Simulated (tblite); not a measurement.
Compound: C5H9B2FO.
Atom-mapped SMILES: `[BH2:1][O:2][BH:3][C@H:4]([C:5]#[C:6][CH3:7])[CH2:8][F:9]` (hydrogens: H10, H11 on B1; H12 on B3; H13 on C4; H14, H15, H16 on C7; H17, H18 on C8)

Computed with GFN2-xTB (tblite), gas phase: L-BFGS steps from a force-field or distance-geometry start until the largest atomic force falls under 0.01 eV/Å.

Step 0: E = -721.9717 eV
```
atom  x, y, z in Å  |  force x, y, z in eV/Å
B1      3.2951    0.8491   -0.4778   -3.234   0.671   0.435
O2      1.8279    0.8814   -0.2289    3.675  -3.426   0.018
B3      1.4208   -0.5046    0.0222   -0.611   2.908  -0.046
C4      0.0693   -0.9882   -0.7132    0.627   0.792   0.923
C5     -0.9136    0.1041   -0.5793   -0.459   0.313  -0.108
C6     -1.7269    0.9947   -0.4963    0.224  -0.184   0.229
C7     -2.7037    2.0896   -0.3631   -0.017  -0.610   0.771
C8     -0.4547   -2.2243    0.0107   -1.372   0.035  -1.093
F9      0.4393   -3.2707   -0.0043   -0.364   0.377   0.100
H10     3.7680   -0.0723   -1.0047    0.065  -0.218   0.022
H11     3.9190    1.7790   -0.1849   -0.051   0.322  -0.035
H12     1.8099   -1.0562    1.0001    0.147   0.131  -0.494
H13     0.2508   -1.1687   -1.7653   -0.119  -0.197  -0.325
H14    -2.4879    2.8243   -1.1371   -0.107   0.097   0.221
H15    -2.6762    2.5478    0.6751    0.191  -0.459  -1.249
H16    -3.7261    1.6815   -0.5033    0.545   0.246  -0.023
H17    -1.3837   -2.5118   -0.5591    0.616  -0.421   0.642
H18    -0.7360   -1.9484    1.0328    0.244  -0.379   0.011
```

Step 1: E = -722.5769 eV
```
atom  x, y, z in Å  |  force x, y, z in eV/Å
B1      3.2489    0.8587   -0.4716   -1.062   0.305  -0.046
O2      1.8804    0.8324   -0.2286    2.222  -2.304   0.100
B3      1.4121   -0.4631    0.0216   -0.492   1.500   0.492
C4      0.0782   -0.9769   -0.7000    0.063   0.629   0.121
C5     -0.9202    0.1086   -0.5808    0.439  -0.627  -0.181
C6     -1.7237    0.9921   -0.4930   -0.594   0.672   0.332
C7     -2.7040    2.0809   -0.3521    0.224  -0.344  -0.042
C8     -0.4743   -2.2238   -0.0049   -0.240   0.358  -0.158
F9      0.4341   -3.2653   -0.0029   -0.427   0.389   0.008
H10     3.7690   -0.0755   -1.0044   -0.127   0.261   0.214
H11     3.9183    1.7836   -0.1854   -0.376   0.110  -0.100
H12     1.8120   -1.0543    0.9931   -0.007   0.283  -0.611
H13     0.2491   -1.1715   -1.7699   -0.105  -0.027   0.169
H14    -2.4894    2.8257   -1.1340   -0.138  -0.133   0.413
H15    -2.6735    2.5412    0.6573    0.198  -0.267  -0.649
H16    -3.7184    1.6850   -0.5037    0.289   0.092  -0.019
H17    -1.3749   -2.5178   -0.5499   -0.026  -0.509   0.144
H18    -0.7325   -1.9538    1.0329    0.159  -0.390  -0.184
```

Q: Estimate the geometry and energy of step 2. (The exact step hangs on the optimiser's Hessian estimate; all steps are aligned on step 1, rigid shifts and turns removed.)

A: E = -722.7203 eV, largest force 4.494 eV/Å
```
atom  x, y, z in Å  |  force x, y, z in eV/Å
B1      3.2015    0.8709   -0.4705    3.643   0.339  -0.966
O2      1.9628    0.7491   -0.2257   -1.504  -0.414   0.472
B3      1.3949   -0.4051    0.0351   -0.888  -0.965   1.013
C4      0.0834   -0.9549   -0.6916   -0.017  -0.149  -0.341
C5     -0.9104    0.0927   -0.5865   -3.005   3.222   0.244
C6     -1.7392    1.0100   -0.4825    3.010  -3.331  -0.197
C7     -2.6978    2.0679   -0.3490   -0.284   0.359  -0.426
C8     -0.4885   -2.2135   -0.0153    0.465   0.413   0.241
F9      0.4201   -3.2523   -0.0021   -0.242   0.247  -0.079
H10     3.7658   -0.0693   -0.9983   -0.046   0.505   0.118
H11     3.9075    1.7885   -0.1884   -0.605   0.090  -0.092
H12     1.8126   -1.0456    0.9732   -0.196   0.307  -0.396
H13     0.2455   -1.1734   -1.7669    0.024   0.081   0.347
H14    -2.4939    2.8225   -1.1212   -0.081  -0.056   0.234
H15    -2.6669    2.5312    0.6322    0.168   0.039   0.106
H16    -3.7073    1.6889   -0.5043   -0.060  -0.062  -0.048
H17    -1.3723   -2.5344   -0.5424   -0.380  -0.399  -0.168
H18    -0.7267   -1.9668    1.0278   -0.001  -0.227  -0.062
```

The energy changes by -0.1434 eV. The first-order estimate −F·Δx gives -0.6825 eV and the mean of the old and new forces, exact on a quadratic surface, -0.1130 eV. The step makes an angle of 8° with the force vector and moves no atom by more than 0.117 Å.

What follows is the cost of the whole relaxation. The run took 0.45 s of wall time on an Arm Neoverse V2 with one thread, no GPU, on a shared host.
